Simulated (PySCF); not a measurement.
Compound: (H2In-mu-PH2)2.
Bonds: In1–P4, In1–P8, P4–In5, In5–P8. Hydrogens: H2, H3 on In1; H9, H10 on P4; H6, H7 on In5; H11, H12 on P8.

A GFN2-xTB structure with every atom displaced at random (by about 0.03 Å) was refined with PBE0-D3(BJ)/def2-SVP geometry optimisation, gas phase, def2 core potentials past Kr (PySCF 2.14.0). Values at the start:

```tsv
coordinate	start
In1–H2	1.794 Å
In1–P4	2.641 Å
P4–In5	2.545 Å
P4–H9	1.474 Å
In1–P4–In5	98.2°
In1–P4–H9	116.2°
H2–In1–H3	121.0°
H2–In1–P4	108.9°
H3–In1–P4	115.1°
P4–In1–P8	81.3°
In5–P4–H10	120.0°
H9–P4–H10	90.3°
In1–P4–In5–P8	2°
P4–In1–P8–In5	2°
P4–In5–P8–In1	-2°
P8–In1–P4–In5	-2°
```

Problem. How do these coordinates change at the PBE0-D3(BJ)/def2-SVP level?

Solution. 
```tsv
coordinate	PBE0-D3(BJ)/def2-SVP (Å or °)	change
P4–In5	2.651	+0.106
In1–H2	1.723	-0.071
P4–H9	1.418	-0.056
In1–P4	2.648	+0.007
H2–In1–H3	130.2	+9.2
H9–P4–H10	99.1	+8.8
H3–In1–P4	108.9	-6.2
In5–P4–H10	114.2	-5.8
In1–P4–H9	115.1	-1.1
In1–P4–In5	99.1	+0.9
H2–In1–P4	108.4	-0.5
P4–In1–P8	80.9	-0.4
In1–P4–In5–P8	-1	-3
P4–In5–P8–In1	1	+3
P8–In1–P4–In5	1	+3
P4–In1–P8–In5	-1	-3
```

The energy falls by 9.0 kcal/mol over 7 energy and gradient evaluations, the largest force component goes from 0.0425 to 4.4e-04 Eh/bohr, and the atoms move by 0.076 Å rms after alignment. The bond that changes most is P4–In5 (ends: phosphorus bonded to 2 In and 2 H; indium bonded to 2 P and 2 H), which lengthens by 0.106 Å. Bonds longer at the end by more than 0.005 Å: 7 of 12; shorter: 4. Among the dihedrals that turn most is H3–In1–P4–H9, from -118° to -129°. Rotational constants go from 2233, 544.7, 448.4 to 2240, 515.9, 429.7 MHz.

The run used 128 basis functions and 42 SCF cycles in all. On one thread of an Arm Neoverse V1, shared host, this took 75 s and 0.53 GiB of memory at its peak.

No frequency check. The numbers are those of one conformer.
